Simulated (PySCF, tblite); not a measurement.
# Complex of LiCl and 2 × ammonia

A gas-phase complex of LiCl and 2 × ammonia; neutral, singlet. The structure comes from a short search (6 tight-binding starts) and was relaxed by PBE0-D3(BJ)/def2-SVPD; another way of binding may lie lower. No frequency run checks that it is a minimum.

```
part     name    SMILES  atoms  charge  multiplicity
   1     LiCl  [Li][Cl]    1–2       0             1
   2  ammonia         N    3–6       0             1
   3  ammonia         N   7–10       0             1
```

```xyz
10

Li    1.205   -2.893   -1.197
Cl   -0.357   -1.414   -1.397
N     2.202   -2.437    0.514
H     1.456   -2.469    1.206
H     2.373   -1.444    0.358
H     3.035   -2.834    0.938
N     0.938   -4.014   -2.871
H     0.559   -4.957   -2.850
H     1.576   -3.964   -3.661
H     0.161   -3.373   -3.062
```
Atom numbers follow the order of the file, from 1.

```tsv
contact	kind (by geometry)	distance (Å)	angle (°)
Li1···N3	ion contact	2.032	-
Li1···N7	ion contact	2.033	-
```

Interaction energies are complex less parts, with the parts frozen as they stand in it; counterpoise-corrected, in kcal/mol (PySCF).

Task: Give the interaction energy at each level run.

Result: 
| level | interaction | superposition error removed |
| --- | --- | --- |
| wB97M-D3(BJ)/def2-TZVPD | -42.77 | -0.62 |
| PBE0-D3(BJ)/def2-TZVPD | -43.58 | -0.57 |

Task: What holds them together? Decompose the wB97M-D3(BJ)/def2-TZVPD energy: frozen parts, their antisymmetrised product, then relaxation.

Result: electrostatic -60.7, Pauli repulsion +36.1, orbital relaxation -16.0, dispersion correction -2.9 kcal/mol, which sum to the value before the counterpoise correction; the Pauli term holds the exchange-correlation of the frozen density too. Of the attraction, 76 % is electrostatic, 20 % is orbital relaxation, 4 % is dispersion correction.

Task: Are the pair energies additive?

Result: The pairs sum to -44.44 kcal/mol (1–2 -23.2, 1–3 -23.4, 2–3 2.2); the rest of +1.66 is a many-body weakening.

The parts were also relaxed and run alone, at the levels used for the complex: shieldings by PBE0/pcSseg-2.

Task: What does binding change?

Result: 
| property | alone | in the complex | change |
| --- | --- | --- | --- |
| shielding of Li1 (ppm) | 87.8 | 87.5 | -0.3 |
| shielding of N3 (ppm) | 262.5 | 252.1 | -10.4 |
| shielding of N7 (ppm) | 262.5 | 250.6 | -11.9 |
